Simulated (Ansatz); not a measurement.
Ta2Si2. The state is a triplet with charge 0. Geometry PBE0-D4/def2-SVP; atoms count from 1.

```xyz
4

Ta    0.3932    0.8429   -0.9301
Ta    1.6544    0.5232    1.0207
Si   -0.3635   -0.7770    0.8500
Si   -1.6841   -0.5891   -0.9406
```

In the def2 sets Ta takes a core potential; there is no spin–orbit coupling. At PBE0-D4/def2-TZVP a broken-symmetry singlet of charge 0 lies 0.19 eV below the triplet, each at its own geometry. The structure comes from a short search, and lower isomers may exist.

(1) Estimate the Mulliken populations from the PBE0/def2-TZVP orbitals of Ansatz.

(2) Where does the spin sit?

(3) And the Mayer bond orders between bonded heavy atoms (over 0.3)?

## Answers

(1) 
```
atom  charge (e)  spin (α − β)  d electrons
 Ta1        0.26          0.06         3.65
 Ta2        0.13          1.65         3.76
 Si3       -0.15         -0.12            –
 Si4       -0.24          0.42            –
```
Mulliken values and Mayer orders depend strongly on the basis.

(2) Summed by element: Ta 1.70, Si 0.30, of 2 unpaired in all. Largest on single atoms: Ta2 1.65, Si4 0.42, Si3 -0.12.

(3) Ta1–Ta2 2.98 (2.34 Å); Ta1–Si3 0.95 (2.52 Å); Ta1–Si4 1.36 (2.52 Å); Ta2–Si3 1.34 (2.41 Å); Si3–Si4 1.33 (2.23 Å). Values over 0.3 also appear between atoms too far apart for a bond (Ta2–Si4 0.31 at 4.03 Å); they arise where an orbital or an unpaired electron spreads over both atoms.
